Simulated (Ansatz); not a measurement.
System: trifluoromethoxyethene, C₃H₃F₃O, charge 0, multiplicity 1. 
Structure (B3LYP-D3(BJ)/def2-TZVP (Ansatz, a quantum-chemistry and plane-wave program) minimum search):
SMILES: C=COC(F)(F)F
```xyz
10

C     -2.2349     0.1603    -0.0348
C     -1.4833    -0.9235     0.0330
O     -0.0991    -1.0123     0.0540
C      0.6759     0.0947     0.0027
F      1.9442    -0.3035     0.0392
F      0.4643     0.9238     1.0393
F      0.4895     0.8061    -1.1224
H     -1.8449     1.1647    -0.0849
H     -3.3073     0.0330    -0.0404
H     -1.8821    -1.9254     0.0829
```
Charge 0, spin multiplicity 1.

Wanted: vertical triplet-singlet gap (E(triplet) - E(singlet); each state is the SCF solution reached for its spin), in kcal/mol. Correlated levels leave the core frozen unless marked. Open shells are spin-unrestricted. No spin-orbit coupling. No relativistic terms. 

| level | program | vertical triplet-singlet gap (kcal/mol) |
|---|---|---|
| HF/aug-cc-pVDZ | Ansatz | 83.8 |
| HF/aug-cc-pVTZ | Ansatz | 83.2 |
| SVWN5/def2-TZVPD | Ansatz | 109.5 |
| PBE/def2-TZVPD | Ansatz | 103.4 |
| PBE0/def2-TZVPD | Ansatz | 100.6 |
| wB97X-V/def2-TZVPD | Ansatz | 106.1 |
| RI-MP2/aug-cc-pVQZ | Ansatz | 111.8 |
| CCSD/aug-cc-pVDZ | Ansatz | 105.6 |
| CCSD(T)/aug-cc-pVDZ | Ansatz | 108.0 |
